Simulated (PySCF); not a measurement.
**Bromine: a sound run and one with changed settings**

Sound run: Br²⁺ [Ar] 3d10 4s2 4p3, Br³⁺ [Ar] 3d10 4s2 4p2. All numbers are calculated (PySCF 2.14, scalar relativity by spin-free X2C-1e, in cc-pVTZ-DK). In the sound run the correlated levels freeze [Ar] 3d10. The sound run starts from symmetry-adapted Hartree-Fock orbitals and uses a fine grid where one is needed.

Changed run: all electrons correlated in a basis built for the valence shell.

| species | method | sound run (hartree) | changed run (hartree) | converged |
| --- | --- | --- | --- | --- |
| Br²⁺ | MP2 | -2603.35314 | -2603.45597 | yes |
| Br³⁺ | MP2 | -2602.06055 | -2602.16011 | yes |

Ionisation energy of Br²⁺:

```
 method  sound run (eV)  changed run (eV)
    UHF          34.654            34.654
    MP2          35.173            35.262
SCS-MP2          35.018            35.079
```

A valence basis has no tight correlating functions, so it recovers only part of the core correlation, and not evenly between atom and ion.

For comparison, NIST gives 34.871 ± 0.019 eV between the lowest levels.
